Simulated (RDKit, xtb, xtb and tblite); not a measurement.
Conformational energy of C₉H₆OS₂, SMILES O=C(c1cccs1)c1cccs1. Scanned: dihedral O1–C2–C3–S7; all other coordinates were relaxed at GFN2-xTB. Points at φ and −φ are mirror images. Heavy atoms are numbered in the order of the SMILES O=C(c1cccs1)c1cccs1, hydrogens after them in the order of the atoms that carry them; the mirror image has the same energies with the sign of each dihedral reversed. Each profile is relative to its own lowest point.

```csv
φ / °,A,B,C
-150,4.9,0.2,14.9
-120,16.3,7.6,4.5
-90,23.6,13.7,2.7
-60,16.9,7.7,2.5
-30,9.4,1.1,0.0
0,9.3,0.8,17.2
30,9.4,1.1,0.0
60,16.9,7.7,2.5
90,23.6,13.7,2.7
120,16.3,7.6,4.5
150,4.9,0.2,14.9
180,0.0,0.0,31.2
```

Energies in kJ/mol.

Task: Assign the columns to these levels of theory: xtb with GFN1-xTB // GFN2-xTB; xtb and tblite with GFN2-xTB; MMFF94 // GFN2-xTB (RDKit).

Result: A is GFN1-xTB; B is GFN2-xTB; C is MMFF94.
